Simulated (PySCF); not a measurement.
**SMILES COC1=C=CCCCCC1, C₉H₁₄O**

Molfile (atoms numbered from 1):
```
C9H14O
     RDKit          3D

 24 24  0  0  0  0  0  0  0  0999 V2000
    1.9072    0.5274   -0.0965 C   0  0  0  0  0  0  0  0  0  0  0  0
    1.2071   -0.5812    0.4029 O   0  0  0  0  0  0  0  0  0  0  0  0
    0.2579   -0.3087    1.3247 C   0  0  0  0  0  0  0  0  0  0  0  0
   -0.0037    0.8856    1.8343 C   0  0  0  0  0  0  0  0  0  0  0  0
   -0.7709    1.9244    2.0840 C   0  0  0  0  0  0  0  0  0  0  0  0
   -1.9946    2.2030    1.2448 C   0  0  0  0  0  0  0  0  0  0  0  0
   -2.3886    1.0594    0.3139 C   0  0  0  0  0  0  0  0  0  0  0  0
   -2.7983   -0.2560    1.0157 C   0  0  0  0  0  0  0  0  0  0  0  0
   -1.8858   -1.4751    0.8221 C   0  0  0  0  0  0  0  0  0  0  0  0
   -0.6029   -1.4898    1.6621 C   0  0  0  0  0  0  0  0  0  0  0  0
    2.6755    0.1446   -0.7804 H   0  0  0  0  0  0  0  0  0  0  0  0
    1.2374    1.2155   -0.6407 H   0  0  0  0  0  0  0  0  0  0  0  0
    2.3821    1.0937    0.7249 H   0  0  0  0  0  0  0  0  0  0  0  0
   -0.5747    2.6001    2.9276 H   0  0  0  0  0  0  0  0  0  0  0  0
   -2.8314    2.4251    1.9333 H   0  0  0  0  0  0  0  0  0  0  0  0
   -1.8504    3.1309    0.6609 H   0  0  0  0  0  0  0  0  0  0  0  0
   -1.5602    0.8643   -0.3882 H   0  0  0  0  0  0  0  0  0  0  0  0
   -3.2251    1.4129   -0.3099 H   0  0  0  0  0  0  0  0  0  0  0  0
   -3.7984   -0.5427    0.6530 H   0  0  0  0  0  0  0  0  0  0  0  0
   -2.9233   -0.0728    2.0978 H   0  0  0  0  0  0  0  0  0  0  0  0
   -2.4595   -2.3852    1.0657 H   0  0  0  0  0  0  0  0  0  0  0  0
   -1.6162   -1.5639   -0.2449 H   0  0  0  0  0  0  0  0  0  0  0  0
   -0.8598   -1.4652    2.7315 H   0  0  0  0  0  0  0  0  0  0  0  0
   -0.0342   -2.4141    1.4741 H   0  0  0  0  0  0  0  0  0  0  0  0
  1  2  1  0
  2  3  1  0
  3  4  2  0
  4  5  2  0
  5  6  1  0
  6  7  1  0
  7  8  1  0
  8  9  1  0
  9 10  1  0
 10  3  1  0
  1 11  1  0
  1 12  1  0
  1 13  1  0
  5 14  1  0
  6 15  1  0
  6 16  1  0
  7 17  1  0
  7 18  1  0
  8 19  1  0
  8 20  1  0
  9 21  1  0
  9 22  1  0
 10 23  1  0
 10 24  1  0
M  END
```

Method used: PySCF, quadratic response CAM-B3LYP/def2-SVPD first hyperpolarisability, Taylor convention, gas phase. Geometry: PBE0-D3(BJ)/def2-SVP.

Problem. Give the tensor of the second harmonic β(−2ω;ω,ω) at 1064 nm in the axes of these coordinates.

Solution. In au, Taylor convention; rows are the first index (the induced dipole):
|  | xx | yy | zz | xy | xz | yz |
| --- | --- | --- | --- | --- | --- | --- |
| x | -13.6 | +10.0 | +9.7 | -46.4 | -29.5 | -0.2 |
| y | -48.3 | -26.8 | -54.9 | +10.5 | +0.8 | -27.3 |
| z | -31.3 | -24.9 | -66.0 | -0.2 | +9.2 | -53.1 |

Norm of βᵢ = ⅓ Σⱼ (βᵢⱼⱼ + βⱼᵢⱼ + βⱼⱼᵢ): 177.0 au, hyper-Rayleigh value 69.9 au.
